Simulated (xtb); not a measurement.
B(Me)2(NHMe) (C₃H₁₀BN), SMILES CNB(C)C. All values are semi-empirical tight-binding results from xtb (GFN2-xTB unless named), good for trends rather than for accurate numbers. Coordinates come from a GFN2-xTB optimisation. One conformer was computed; it need not be the lowest.

Computed properties:
```yaml
orbital_gap: 6.14 eV
dipole_moment: 1.58 D
zero_point_energy: 82.4 kcal/mol
G − E(el) at 298.15 K (modified RRHO): 62.8 kcal/mol
static polarisability (D4 model): 60.2 bohr³
solvation energy, GFN2-xTB/ALPB(water): -1.4 kcal/mol
solvation energy, GFN2-xTB/ALPB(dmf): -5.3 kcal/mol
```

Task: Give the IR lines (harmonic; lines under 4 % of the strongest left out, lines within 3 cm⁻¹ merged). (An estimate is asked for; the answer gives what the named calculation found.)

Result: ν (cm⁻¹): 664 (s), 791 (w), 916 (vs), 1056 (m), 1096 (w), 1166 (vs), 1331 (s), 1393 (m), 1398 (w), 1412 (w), 1475 (s), 1504 (m), 1521 (s), 2934 (m), 2957 (s), 3007 (m), 3013 (vs), 3017 (m), 3028 (m), 3045 (m), 3056 (w), 3421 (w) (against the strongest line: vs over 80 %, s over 45 %, m over 15 %, w over 4 %, vw less)
